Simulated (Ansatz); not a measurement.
C2H7BrSi (`C[SiH](C)Br`). The species carries charge 0 and has multiplicity 1. The geometry is a stationary point of PBE0-D4/def2-TZVP.

```xyz
11

C     1.518    0.264   -0.400
Si   -0.044    0.272    0.609
C    -1.409   -0.719   -0.175
Br   -0.740    2.390    0.814
H     1.332    0.658   -1.402
H     1.899   -0.757   -0.495
H     2.289    0.876    0.071
H     0.222   -0.205    1.991
H    -1.637   -0.340   -1.174
H    -1.109   -1.767   -0.264
H    -2.320   -0.672    0.425
```

Q: What is the dipole moment at PBE/def2-TZVPP? (Estimate.)

A: Computed: 2.19 D, with components (0.57, -1.90, -0.94) D in this frame, pointing from negative to positive charge.

Q: And with r2SCAN, B3LYP, ωB97M-V? (Best estimate.)

A: Ansatz gave: r2SCAN 2.27 D, B3LYP 2.24 D, ωB97M-V 2.27 D.

Q: Give the Mulliken charges with PBE, B3LYP, r2SCAN in def2-TZVPP. (Best estimate.)

A: The calculation gave: 
```json
{"atom": "C1", "PBE": "-0.36", "B3LYP": "-0.37", "r2SCAN": "-0.30"}
{"atom": "Si2", "PBE": "0.38", "B3LYP": "0.47", "r2SCAN": "0.47"}
{"atom": "C3", "PBE": "-0.36", "B3LYP": "-0.37", "r2SCAN": "-0.30"}
{"atom": "Br4", "PBE": "-0.25", "B3LYP": "-0.28", "r2SCAN": "-0.27"}
{"atom": "H5", "PBE": "0.11", "B3LYP": "0.11", "r2SCAN": "0.08"}
{"atom": "H6", "PBE": "0.10", "B3LYP": "0.10", "r2SCAN": "0.08"}
{"atom": "H7", "PBE": "0.12", "B3LYP": "0.11", "r2SCAN": "0.08"}
{"atom": "H8", "PBE": "-0.07", "B3LYP": "-0.08", "r2SCAN": "-0.09"}
{"atom": "H9", "PBE": "0.11", "B3LYP": "0.11", "r2SCAN": "0.08"}
{"atom": "H10", "PBE": "0.11", "B3LYP": "0.10", "r2SCAN": "0.08"}
{"atom": "H11", "PBE": "0.12", "B3LYP": "0.11", "r2SCAN": "0.08"}
```

B3LYP here is the variant with VWN-RPA as its local correlation; programs differ in this.
